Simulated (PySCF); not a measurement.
ClCs, charge +1, multiplicity 2. Atoms are numbered in the order given.

```xyz
2

Cs     0.0000     0.0000    -0.9855
Cl     0.0000     0.0000     3.1885
```
Charge +1, spin multiplicity 2.

Geometry optimised at B3LYP-D3(BJ)/def2-TZVPD. The multiplicity is an assumed one; other spin states were not compared. The def2 effective core potentials stand for the cores of Cs; spin–orbit coupling is left out.

Computed with C-PCM-B3LYP/def2-TZVPD (PySCF).

The values are the electrostatic part of the solvation free energy, E(continuum) − E(gas) at the gas-phase geometry, in a cavity of scaled van der Waals radii (PySCF's table); cavitation and dispersion terms are not included. A continuum can't describe solvent molecules that bind to the metal.

Computed values in water (ε = 78.36), methanol (ε = 32.61), 1-octanol (ε = 9.86):
```
solvent        ε  ΔG(elec) (kcal/mol)
---------  -----  -------------------
water      78.36                -39.8
methanol   32.61                -39.1
1-octanol   9.86                -36.3
```
